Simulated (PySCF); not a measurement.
Si(CCH)2(Cl)2 (C4H2Cl2Si), SMILES C#C[Si](Cl)(Cl)C#C.

Geometry: PBE0-D3(BJ)/def2-SVP.

Level of theory: TDDFT-PBE/def2-SVPD (PySCF).

Vertical excitations. Isolated molecule, no solvent. State labels are in the subgroup C2v.

Computed excitation energies, oscillator strengths and character:
```csv
state,symmetry,energy (eV),λ (nm),f,main pairs
S1,A2,5.22,237,0.000,HOMO→LUMO 89 %
S2,B1,5.32,233,0.000,"HOMO−1→LUMO 57 %, HOMO→LUMO+1 43 %"
S3,A2,5.34,232,0.000,HOMO−1→LUMO+1 89 %
S4,B2,5.42,229,0.001,HOMO−2→LUMO+1 99 %
S5,A1,5.53,224,0.021,"HOMO−2→LUMO 81 %, HOMO−3→LUMO+1 15 %"
S6,B2,5.71,217,0.000,HOMO−3→LUMO 97 %
S7,B1,5.90,210,0.172,"HOMO→LUMO+1 41 %, HOMO−1→LUMO 29 %, HOMO−2→LUMO+3 10 %, HOMO−6→LUMO 7 %"
S8,A1,5.95,208,0.015,"HOMO−4→LUMO 51 %, HOMO−3→LUMO+1 41 %"
S9,B2,6.08,204,0.010,HOMO−4→LUMO+1 94 %
S10,A1,6.12,202,0.007,"HOMO−4→LUMO 43 %, HOMO−3→LUMO+1 26 %, HOMO→LUMO+2 14 %, HOMO−1→LUMO+3 13 %"
T1,B1,4.55,273,0,"HOMO→LUMO+1 52 %, HOMO−1→LUMO 35 %"
T2,A1,4.73,262,0,"HOMO−2→LUMO 60 %, HOMO−3→LUMO+1 17 %, HOMO−1→LUMO+3 10 %"
T3,A2,4.84,256,0,"HOMO→LUMO 60 %, HOMO−1→LUMO+1 35 %"
T4,B1,4.85,256,0,"HOMO−1→LUMO 54 %, HOMO→LUMO+1 40 %"
```
Triplets are in the Tamm–Dancoff approximation, which puts them higher than full response would, so one can lie above its singlet here.
